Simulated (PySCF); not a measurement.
Harmonic spectrum computed at B3LYP in the def2-SVP basis family (core potentials from Rb on, PySCF, no spin–orbit coupling):

| ω (cm⁻¹) | IR (km/mol) |
| --- | --- |
| 67 | 23.6 |
| 115 | 12.7 |
| 173 | 6.8 |
| 633 | 158 |
| 671 | 0.1 |
| 733 | 202 |

Problem. Which molecule gave it? In each, all ligands are bound to the one heavy central atom.
A. NbF₃ (triplet)
B. MoF₃ (quartet)
C. TaF₃ (singlet)
D. TiF₃ (doublet)
E. MnF₃ (quintet)

Solution. A. It has C2v symmetry with Nb–F 1.865 Å, Nb–F 1.885 Å (×2).
